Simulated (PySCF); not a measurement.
C2H6F2Si, SMILES C[Si@H](F)CF.

Geometry optimised at PBE0-D3(BJ)/def2-SVP. The structure was generated by enumeration; whether it is a known compound was not checked. The values are those of a single conformer.

Computed with TDA-LC-ωPBE/def2-SVPD run with PySCF 2.14.0.

Vertical excitations. Gas-phase values at a fixed geometry.

Task: List the lowest excited states. (An estimate is asked for; the answer gives what the named calculation found.)

Result: 
```json
[
 {"state": "S1", "energy (eV)": "8.17", "λ (nm)": "152", "f": "0.009", "main pairs": "HOMO→LUMO+1 70 %, HOMO→LUMO+4 11 %"},
 {"state": "S2", "energy (eV)": "8.62", "λ (nm)": "144", "f": "0.028", "main pairs": "HOMO→LUMO+2 72 %"},
 {"state": "S3", "energy (eV)": "8.96", "λ (nm)": "138", "f": "0.036", "main pairs": "HOMO→LUMO 73 %"},
 {"state": "S4", "energy (eV)": "8.97", "λ (nm)": "138", "f": "0.016", "main pairs": "HOMO−1→LUMO+2 60 %, HOMO−1→LUMO+1 19 %, HOMO−1→LUMO+3 10 %"},
 {"state": "S5", "energy (eV)": "9.41", "λ (nm)": "132", "f": "0.009", "main pairs": "HOMO−2→LUMO+1 68 %, HOMO−2→LUMO+4 15 %"},
 {"state": "S6", "energy (eV)": "9.54", "λ (nm)": "130", "f": "0.109", "main pairs": "HOMO−1→LUMO 65 %, HOMO−1→LUMO+1 10 %"},
 {"state": "S7", "energy (eV)": "9.99", "λ (nm)": "124", "f": "0.135", "main pairs": "HOMO→LUMO+3 31 %, HOMO→LUMO+4 24 %, HOMO→LUMO+2 8 %, HOMO→LUMO 6 %"},
 {"state": "S8", "energy (eV)": "10.12", "λ (nm)": "123", "f": "0.053", "main pairs": "HOMO−1→LUMO+1 27 %, HOMO−1→LUMO 15 %, HOMO−1→LUMO+6 15 %, HOMO−1→LUMO+2 6 %"},
 {"state": "S9", "energy (eV)": "10.22", "λ (nm)": "121", "f": "0.087", "main pairs": "HOMO→LUMO+3 25 %, HOMO→LUMO+5 18 %, HOMO→LUMO+4 12 %, HOMO−1→LUMO+1 8 %"},
 {"state": "S10", "energy (eV)": "10.29", "λ (nm)": "120", "f": "0.021", "main pairs": "HOMO−2→LUMO 36 %, HOMO−2→LUMO+2 22 %, HOMO→LUMO+3 9 %, HOMO−2→LUMO+4 9 %"},
 {"state": "T1", "energy (eV)": "7.43", "λ (nm)": "167", "f": "0", "main pairs": "HOMO→LUMO+1 60 %, HOMO→LUMO+4 17 %"},
 {"state": "T2", "energy (eV)": "8.04", "λ (nm)": "154", "f": "0", "main pairs": "HOMO→LUMO+2 55 %, HOMO−1→LUMO+2 11 %"},
 {"state": "T3", "energy (eV)": "8.34", "λ (nm)": "149", "f": "0", "main pairs": "HOMO−1→LUMO+2 40 %, HOMO−1→LUMO+1 20 %, HOMO→LUMO+2 11 %, HOMO−1→LUMO+3 10 %"},
 {"state": "T4", "energy (eV)": "8.63", "λ (nm)": "144", "f": "0", "main pairs": "HOMO→LUMO 53 %, HOMO→LUMO+1 11 %, HOMO→LUMO+4 8 %"}
]
```
Triplets are in the Tamm–Dancoff approximation.
